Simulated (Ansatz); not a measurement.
Input for Ansatz (a program for electronic structure): SC-NEVPT2 on CASSCF(4,3)/def2-TZVPP on H2O2Pb (SMILES [OH][Pb][OH]), a point of a bond scan (R = 2.610 Å). Elements past Kr take the def2 small-core potentials; no spin–orbit coupling.

Ansatz 0.2 input:
```yaml
crystal:
  periodic: [false, false, false]
  atoms:
    - {symbol: Pb, position_ang: [0.05784747, -0.14199193, 0.22381656]}
    - {symbol: O, position_ang: [1.14579287, 1.30947280, -0.81344033]}
    - {symbol: H, position_ang: [-0.20397142, 2.14642290, -2.88398749]}
    - {symbol: O, position_ang: [-1.53296568, 0.01324847, -1.15853494]}
    - {symbol: H, position_ang: [-2.29199006, -0.55788612, -0.99684579]}
basis:
  gaussian:
    orbitals: def2-TZVPP
    pivot_positions_ang: [[0.05784747, -0.14199193, 0.22381656], [1.14579287, 1.30947280, -0.81344033], [-0.20397142, 2.14642290, -2.88398749], [-1.53296568, 0.01324847, -1.15853494], [-2.29199006, -0.55788612, -0.99684579]]
magnetization: {spin_polarized: false}
correlation: {method: sc_nevpt2, electrons: outside_noble_gas, active_space: {window: {electrons: 4, orbitals: 3}}}
output: {orbitals: {seedname: ./end}}
```

The head of its log:

```
WARN ansatz: RAYON_NUM_THREADS=1 ignored (pool sized by the plan → 1); use --threads N
Functional definition: HF
integrals: 0.10 GiB planned
1121 factors; integrals over basis functions are off by at most 4.4e-4 eV
mean field: 0.40 GiB planned
mean field evaluation 1: about -9307.5060 eV, gradient 7.3e1 eV
mean field evaluation 2: about -9307.5265 eV, gradient 7.3e1 eV
mean field evaluation 4: about -9317.4188 eV, gradient 3.0e1 eV
mean field evaluation 8: about -9320.3556 eV, gradient 1.1e0 eV
mean field evaluation 16: about -9320.3818 eV, gradient 7.1e-6 eV
mean field evaluation 32: about -9310.1662 eV, gradient 8.1e-5 eV
mean field evaluation 64: about -9262.9213 eV, gradient 1.4e2 eV
mean field -9320.38180243 eV, -342.5177136577 hartree, gradient 6.8e-6 eV, S^2 0.000000; 4 other end points of the search recorded, 0 dependent functions left out; unrestricted orbitals would lower it
reference -9320.38180243 eV, -342.5177136577 hartree; 20, 20 occupied and 120, 120 virtual orbitals, 1121 factors
```

### Question
What total energy does the run end on?

### Answer
-343.2030 hartree.
